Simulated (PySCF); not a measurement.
## Excited states of Tc³¹⁺ (technetium, charge +31)

Ground state [Ne] 3s2, ¹S. Computed with PySCF 2.14 in an even-tempered Gaussian basis (20 s from 0.752 bohr⁻², ratio 2.5; 13 p from 0.976 bohr⁻², ratio 2.5; 7 d from 1.17 bohr⁻², ratio 2.7; 4 f from 34 bohr⁻², ratio 2.7), with scalar relativity by spin-free X2C-1e. Vertical excitation energies in eV without spin-orbit coupling; excited terms of each kind are numbered among those the solver found. Frozen: 1s2.

```json
{"term": "1 3P°", "leading excitation": "3s → p", "EOM-EE-CCSD": "82.337"}
{"term": "1 1P°", "leading excitation": "3s → p", "EOM-EE-CCSD": "108.40"}
{"term": "1 3D", "leading excitation": "3s → d", "EOM-EE-CCSD": "204.41"}
{"term": "1 1D", "leading excitation": "3s → d", "EOM-EE-CCSD": "226.09"}
{"term": "1 3S", "leading excitation": "3s → s", "EOM-EE-CCSD": "850.79"}
{"term": "2 3P°", "leading excitation": "3s → p", "EOM-EE-CCSD": "890.77"}
```

The spin-orbit splitting of the hole, absent here, rivals or exceeds the spacing of these terms, so the LS terms are model states.

Only the lower part of the computed list is shown. Doubly excited terms such as np² are absent. The solver can miss terms. The 22 highest virtual orbitals were dropped.
